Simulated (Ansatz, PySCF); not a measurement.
Species: difluoro(dimethoxy)silane, C₂H₆F₂O₂Si (charge 0, singlet). SMILES: [Si](F)(F)(OC)OC
Structure (B3LYP-D3(BJ)/def2-TZVP (Ansatz, a program for electronic structure) minimum search):
```xyz
13

Si     0.0752    -0.4662     0.0514
F     -0.2053    -1.5777    -1.0400
F      0.6495    -1.1772     1.3436
O      1.1631     0.5299    -0.6025
C      1.7568     1.6485     0.0505
O     -1.2901     0.2576     0.5157
C     -2.1792     0.9710    -0.3391
H      0.9964     2.3024     0.4848
H      2.3211     2.2058    -0.6952
H      2.4356     1.3178     0.8390
H     -2.6942     0.2863    -1.0158
H     -2.9139     1.4703     0.2901
H     -1.6451     1.7208    -0.9281
```
Charge 0, spin multiplicity 1.

Wanted: vertical ionisation energy (to the doublet state of charge +1; each state is the SCF solution reached for its spin; for the doublet the Hartree-Fock reference is unstable and T1 is 0.024), in eV. UHF or UKS for open shells. No spin-orbit coupling. Non-relativistic. 

```json
[
 {"level": "r2SCAN/def2-TZVPD", "program": "Ansatz", "vertical ionisation energy (eV)": "10.51"},
 {"level": "B3LYP/def2-TZVPD", "program": "Ansatz", "vertical ionisation energy (eV)": "10.85"},
 {"level": "PBE0/def2-TZVPD", "program": "Ansatz", "vertical ionisation energy (eV)": "10.87"},
 {"level": "BHLYP/def2-TZVPD", "program": "Ansatz", "vertical ionisation energy (eV)": "11.29"},
 {"level": "CAM-B3LYP/def2-TZVPD", "program": "Ansatz", "vertical ionisation energy (eV)": "11.21"},
 {"level": "wB97X-V/def2-TZVPD", "program": "Ansatz", "vertical ionisation energy (eV)": "11.28"}
]
```

For comparison, minus the highest occupied orbital energy (PySCF): 7.93 eV at TPSSh/def2-TZVPD, 12.97 eV at HF/def2-TZVPD, 8.58 eV at B3LYP/def2-TZVPD.
